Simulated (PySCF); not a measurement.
[PySCF 2.14: structure optimised with GFN2-xTB; NMR shieldings at PBE0/pcSseg-1/GIAO; rapidly exchanging positions averaged; no solvent; non-relativistic Hamiltonian; a single conformation]

Chemical shifts δ = σref − σ; TMS for ¹H (σ = 31.72 ppm), ¹³C (σ = 186.93 ppm), all at this level. Shifts are as computed. Against solution values, carbons near 30 ppm lie about +3 ppm off and those near 130 ppm about +5 ppm. Of 1309 compounds with measured shifts, 239 miss one by over three times the rms of a fit or turn the order of signals round; such compounds aren't used in these exercises.

Problem. Order these molecules by the shift of their most shielded carbon, lowest δ first.
A. CO[SiH2]C1=C[C@@H]1C#N
B. [SiH3]C#C[SiH2]c1ccccc1
C. C/C(C=O)=N/[SiH2]O[SiH3]

Solution. A (0.7 ppm, three-membered-ring carbon), C (27.2 ppm, methyl carbon), B (114.6 ppm, alkyne carbon).

Problem. Order these molecules by the shift of their most shielded carbon-bound hydrogen, lowest δ first.
A. [SiH3]C#C[SiH2]c1ccccc1
B. CO[SiH2]C1=C[C@@H]1C#N
C. C/C(C=O)=N/[SiH2]O[SiH3]

Solution. B (1.57 ppm, hydrogen on a three-membered-ring carbon), C (2.37 ppm, hydrogen on a methyl carbon), A (7.70 ppm, hydrogen on an aromatic CH).

Problem. How many ¹³C and ¹H signals does each give (equivalence by symmetry and fast rotation, but not about amide C–N or C=N bonds)? `[SiH3]C#C[SiH2]c1ccccc1`, `C/C=C\[Si@@H](C#N)C=O`, `C/C(C=O)=N/[SiH2]O[SiH3]`, `CO[SiH2]C1=C[C@@H]1C#N`

Solution. [SiH3]C#C[SiH2]c1ccccc1: 6 C, 5 H; C/C=C\[Si@@H](C#N)C=O: 5 C, 5 H; C/C(C=O)=N/[SiH2]O[SiH3]: 3 C, 4 H; CO[SiH2]C1=C[C@@H]1C#N: 5 C, 5 H.
